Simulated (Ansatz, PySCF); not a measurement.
Process, species as SMILES: [F][Ge]([Cl])([Cl])[Cl] [trichloro(fluoro)germane] + 4 [H][H] (H2) -> 3 Cl (HCl) + F (HF) + [GeH4] (GeH4)
Each molecule is optimised on its own at B3LYP-D3(BJ)/def2-TZVP (Ansatz, a quantum-chemistry and plane-wave program).

Property: energy of full hydrogenation (enthalpy at 298 K, with B3LYP-D3(BJ) rigid-rotor harmonic-oscillator terms from PySCF), in kcal/mol. Correlated levels leave the core frozen unless marked. No spin-orbit coupling. The frozen core is the preceding noble-gas configuration, with the filled d and f shells of earlier blocks. Non-relativistic. CBS marks a two-point X^-3 extrapolation of the correlation energy; Hartree-Fock from the larger set.

| level | program | energy of full hydrogenation (kcal/mol) |
|---|---|---|
| HF/def2-QZVPPD | Ansatz | 42.9 |
| revPBE/def2-TZVPD | Ansatz | 46.9 |
| BHLYP-D4/def2-TZVPD | Ansatz + dftd4 | 50.6 |
| r2SCANh/def2-TZVPD | Ansatz | 53.5 |
| HSE06-D4/def2-TZVPD | Ansatz + dftd4 | 48.3 |
| CAM-B3LYP-D4/def2-TZVPD | Ansatz + dftd4 | 47.1 |
| wB97X/def2-TZVPD | Ansatz | 45.4 |
| B2PLYP-D4/def2-TZVPD | Ansatz + dftd4 | 55.5 |
| CCSD/def2-QZVPP | Ansatz | 50.9 |
| CCSD(T)/CBS(def2-TZVPPD,def2-QZVPPD) | Ansatz | 55.7 |
